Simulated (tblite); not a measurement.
Species: C₅H₈ClO₂ (doublet state).
Z-matrix (Å and degrees, GFN2-xTB geometry), rows numbered from 1:
```
C 
C   1  1.4803
C   2  1.5270  1  117.44
O   3  1.3966  2  113.50  1   111.13
C   2  1.3305  1  121.42  3   176.90
Cl  5  1.7305  2  121.92  1  -179.92
C   5  1.5298  2  124.16  1    -5.91
O   7  1.3293  5  114.50  2    15.83
H   1  1.0884  2  112.00  3    73.13
H   1  1.0877  2  111.70  3   -50.95
H   1  1.1255  2  105.55  3  -171.50
H   3  1.0912  2  109.40  1    -6.96
H   3  1.1007  2  107.88  1  -125.41
H   4  0.9663  3  108.98  2    63.20
H   7  1.1110  5  106.73  2  -110.40
H   7  1.1100  5  104.77  2   135.34
```

Computed values, GFN2-xTB/tblite, gas phase, harmonic and unscaled. Against measured fundamentals such values can be off by several per cent, at times by over 20. One conformer, not necessarily the lowest. Open shells enter through the occupations alone, without spin polarisation, and single modes of such species can be off by tens of per cent.

Harmonic wavenumbers (cm⁻¹): 66.2, 92.5, 113.4, 189.3, 226.9, 260.3, 285.9, 334.7, 358.3, 421.2, 439.0, 464.1, 553.6, 681.5, 881.8, 905.4, 922.4, 978.3, 1009.8, 1031.7, 1084.4, 1136.2, 1144.5, 1185.0, 1216.7, 1281.4, 1286.1, 1334.1, 1335.9, 1373.1, 1410.9, 1415.8, 1448.9, 1655.8, 2479.6, 2711.4, 2755.7, 2859.1, 2998.1, 3012.9, 3024.8, 3491.0.

A = 2046, B = 1482, C = 921.9 MHz; mass 135.021 u (most abundant isotopes); point group C1, symmetry number 1; spin multiplicity 2.

What is the zero-point energy?

½Σν̃ = 25929 cm⁻¹ = 310.18 kJ/mol.

What is S at 200 K and 1 bar for an ideal gas of classical rigid rotors and harmonic oscillators?

Translation 161.73, rotation 116.91, vibration 67.43, spin (R ln 2) 5.76: S = 351.8 J/(mol K).

And Cp and H(200 K) − H(0)?

Cp = 112.63 J/(mol K), of which vibrations give 79.37 (their classical limit is 42 R = 349.2); H(200 K) − H(0) = 14.43 kJ/mol without the zero-point energy, 7.78 from vibrations.

What must be added to the electronic energy to get the Gibbs energy at 200 K and 1 bar?

ZPE + [H(200 K) − H(0)] − T·S = 310.18 + 14.43 − 70.37 = 254.24 kJ/mol.

Which modes carry the vibrational entropy at 200 K?

66.2 cm⁻¹: 14.56; 92.5 cm⁻¹: 11.85; 113.4 cm⁻¹: 10.23; 189.3 cm⁻¹: 6.36; 226.9 cm⁻¹: 5.11; 260.3 cm⁻¹: 4.22 J/(mol K); the other 36 give 15.10 together.

Hindered rotation and anharmonicity are outside this model. Other conformers, if any are populated, would add a mixing term that is left out. The structure is chiral; the term R ln 2 for an equal mix with its mirror image is left out.
